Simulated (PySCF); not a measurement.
**Indium: a sound run and one with changed settings**

Sound run: In [Kr] 4d10 5s2 5p1, In⁺ [Kr] 4d10 5s2. Calculation: PySCF 2.14, in cc-pVTZ-PP with ECP28MDF (5s4p3d1f, 39 functions); scalar relativity through the core potential. The sound run starts from symmetry-adapted Hartree-Fock orbitals and uses a fine grid where one is needed.

A second run was set up differently.

```
species  method  sound run (hartree)  changed run (hartree)  converged
     In     UHF           -189.21033             -189.21033        yes
     In     LDA           -189.79575             -189.83392        yes
     In  r2SCAN           -190.18173             -190.23351        yes
    In⁺     UHF           -189.01875             -189.01875        yes
    In⁺     LDA           -189.58587             -189.62402        yes
    In⁺  r2SCAN           -189.97207             -190.02500        yes
```

Ionisation energy of In:

| method | sound run (eV) | changed run (eV) |
| --- | --- | --- |
| UHF | 5.213 | 5.213 |
| LDA | 5.711 | 5.712 |
| r2SCAN | 5.705 | 5.674 |

Question: What was changed?
A. a valence shell is frozen
B. radial grid too coarse
C. level shift left on
D. basis contracted for another Hamiltonian

Answer: B. It used radial step 0.5 in ln r (0.13 in the sound run). A coarse radial grid mis-integrates the density and the exchange-correlation energy, with errors of either sign; Hartree-Fock needs no grid.
